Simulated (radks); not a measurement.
The numbers below are computed, except where a source is named.
Removal energies from the tantalum ion Ta+, [Xe] 4f14 5d4, by Delta-SCF beside the eigenvalue of the level emptied. Code: a radial shooting solver on a logarithmic mesh with Libxc functionals. Model: non-relativistic Kohn-Sham, PBE, spin-polarised, spherical densities, point nucleus. Open shells are filled with parallel spins first.

\begin{tabular}{lrrr}
removed from & final configuration & Delta-SCF (eV) & -eigenvalue (eV) \\ \hline
5d & [Xe] 4f14 5d3 & 14.866 & 10.216 \\
4f & [Xe] 4f13 5d4 & 45.367 & 35.664 \\
5p & [Kr] 4d10 4f14 5s2 5p5 5d4 & 45.613 & 39.948 \\
5s & [Kr] 4d10 4f14 5s1 5p6 5d4 & 69.094 & 63.047 \\
\end{tabular}
